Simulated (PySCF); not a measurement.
## Bond length, frequency and bond energy of AsO⁺ by level of theory

State: ¹Σ⁺ (singlet), closed shell. Set-up: basis As def2-TZVPPD, O def2-TZVPPD; no relativity; PySCF 2.14. De refers to As⁺ + O in their high-spin ground configurations, without counterpoise correction. A positive dipole points towards O; it is taken about the centre of mass and depends on that origin.

| Level | Re (Å) | ωe (cm⁻¹) | De (eV) | μ (D) | CPU s a point (SCF and correlation, without the integrals) |
| --- | --- | --- | --- | --- | --- |
| RHF | 1.521 | 1342 | 2.50 | -3.46 | 0.49 |
| RHF-MP2 | 1.598 | 1002 | 7.18 | n/a | 0.75 |
| RHF-SCS-MP2 | 1.591 | 1036 | 6.87 | n/a | n/a |
| RHF-CCSD | 1.561 | 1175 | 5.96 | n/a | n/a |
| RHF-CCSD(T) | 1.579 | 1093 | 6.47 | n/a | 12 |
| PBE | 1.584 | 1094 | 7.15 | -2.52 | 0.8 |
| BP86 | 1.584 | 1092 | 7.18 | -2.51 | 0.62 |
| TPSS | 1.579 | 1110 | 6.72 | -2.51 | 1.1 |
| r²SCAN | 1.566 | 1150 | 6.68 | -2.57 | 1.9 |
| M06-L | 1.569 | 1148 | 6.79 | -2.68 | 1.1 |
| PBE0 | 1.558 | 1185 | 6.29 | -2.78 | 2.6 |
| r²SCAN0 | 1.548 | 1216 | 5.95 | -2.81 | 2.1 |
| CAM-B3LYP | 1.553 | 1203 | 6.36 | -2.89 | 2.8 |
| B2PLYP | 1.585 | 1058 | 6.71 | -3.21 | 1.7 |

Question: Which functional lies closest to RHF-CCSD(T) in De, which farthest, and by how much do they differ from it?

Answer: Closest is CAM-B3LYP (-2.6 pm in Re, +10.1 % in ωe, -0.11 eV in De against RHF-CCSD(T) in the same basis), farthest BP86 (+0.5 pm in Re, -0.1 % in ωe, +0.71 eV in De). CCSD(T) converges more slowly with the basis than the functionals do and binds too weakly in this one, so the order can change at the basis-set limit.

Question: What does a quarter of exact exchange do here, going from PBE to PBE0?

Answer: PBE0 less PBE: -2.6 pm in Re, +8.3 % in ωe, -0.86 eV in De. Exact exchange removes part of the self-interaction that spreads semilocal densities, and in most molecules shortens and stiffens the bond and lowers De; so it does here.

Question: What does a quarter of exact exchange do here, going from r²SCAN to r²SCAN0?

Answer: r²SCAN0 less r²SCAN: -1.8 pm in Re, +5.7 % in ωe, -0.73 eV in De. Exact exchange removes part of the self-interaction that spreads semilocal densities, and in most molecules shortens and stiffens the bond and lowers De; so it does here.

Correlated steps freeze 10 core orbitals. For an ion De counts to the pair picked by the measured ionisation energies or electron affinities, which need not be the lowest pair at this level. Where the molecule has an RHF reference, its open-shell atoms are computed with UHF. B2PLYP dipoles, levels and charges come from its SCF part alone. The CCSD T1 diagnostic is raised, a sign that a single reference may not be enough here.

The whole job (state search and all levels along the bond) took about 3.1 min on 2 threads of AMD EPYC 9R45 96-Core (shared host), peak memory 2.4 GiB.
